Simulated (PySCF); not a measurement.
CH₅BiO, SMILES C[O][BiH2]. Atoms are numbered in the order given.

```xyz
8

Bi     0.0077     0.4400     0.0000
H     -1.2746     0.1958    -1.2743
H     -1.2746     0.1958     1.2743
O      0.6619    -1.5719     0.0000
C     -0.2894    -2.6005     0.0000
H     -0.9489    -2.5840     0.8932
H      0.2464    -3.5679     0.0000
H     -0.9489    -2.5840    -0.8932
```
Charge 0, spin multiplicity 1.

Coordinates come from a B3LYP-D3(BJ)/def2-SVP optimisation. The def2 effective core potentials stand for the cores of Bi; spin–orbit coupling is left out.

Calculation: B3LYP-D3(BJ)/def2-SVP (PySCF).

Frequencies are harmonic and unscaled.

```json
[
 {"mode": "1", "ν (cm⁻¹)": "158", "IR (km/mol)": "13.9", "moving atoms (share of kinetic energy)": "H 84 %, O 10 %"},
 {"mode": "2", "ν (cm⁻¹)": "178", "IR (km/mol)": "6.7", "moving atoms (share of kinetic energy)": "H 82 %, O 16 %"},
 {"mode": "3", "ν (cm⁻¹)": "228", "IR (km/mol)": "3.1", "moving atoms (share of kinetic energy)": "C 43 %, H 31 %, O 21 %"},
 {"mode": "4", "ν (cm⁻¹)": "485", "IR (km/mol)": "56.4", "moving atoms (share of kinetic energy)": "O 71 %, H 12 %, Bi 9 %, C 8 %"},
 {"mode": "5", "ν (cm⁻¹)": "561", "IR (km/mol)": "3.6", "moving atoms (share of kinetic energy)": "H 94 %"},
 {"mode": "6", "ν (cm⁻¹)": "613", "IR (km/mol)": "41.8", "moving atoms (share of kinetic energy)": "H 87 %, O 11 %"},
 {"mode": "7", "ν (cm⁻¹)": "781", "IR (km/mol)": "30.0", "moving atoms (share of kinetic energy)": "H 99 %"},
 {"mode": "8", "ν (cm⁻¹)": "1107", "IR (km/mol)": "154.1", "moving atoms (share of kinetic energy)": "O 50 %, C 46 %"},
 {"mode": "9", "ν (cm⁻¹)": "1169", "IR (km/mol)": "1.7", "moving atoms (share of kinetic energy)": "H 77 %, C 19 %"},
 {"mode": "10", "ν (cm⁻¹)": "1180", "IR (km/mol)": "9.7", "moving atoms (share of kinetic energy)": "H 74 %, C 20 %"},
 {"mode": "11", "ν (cm⁻¹)": "1457", "IR (km/mol)": "5.4", "moving atoms (share of kinetic energy)": "H 96 %"},
 {"mode": "12", "ν (cm⁻¹)": "1461", "IR (km/mol)": "29.4", "moving atoms (share of kinetic energy)": "H 90 %, C 9 %"},
 {"mode": "13", "ν (cm⁻¹)": "1479", "IR (km/mol)": "23.9", "moving atoms (share of kinetic energy)": "H 94 %"},
 {"mode": "14", "ν (cm⁻¹)": "1736", "IR (km/mol)": "253.1", "moving atoms (share of kinetic energy)": "H 99 %"},
 {"mode": "15", "ν (cm⁻¹)": "1738", "IR (km/mol)": "279.9", "moving atoms (share of kinetic energy)": "H 100 %"},
 {"mode": "16", "ν (cm⁻¹)": "2940", "IR (km/mol)": "95.3", "moving atoms (share of kinetic energy)": "H 97 %"},
 {"mode": "17", "ν (cm⁻¹)": "2994", "IR (km/mol)": "61.7", "moving atoms (share of kinetic energy)": "H 90 %, C 10 %"},
 {"mode": "18", "ν (cm⁻¹)": "3046", "IR (km/mol)": "42.9", "moving atoms (share of kinetic energy)": "H 91 %, C 9 %"}
]
```
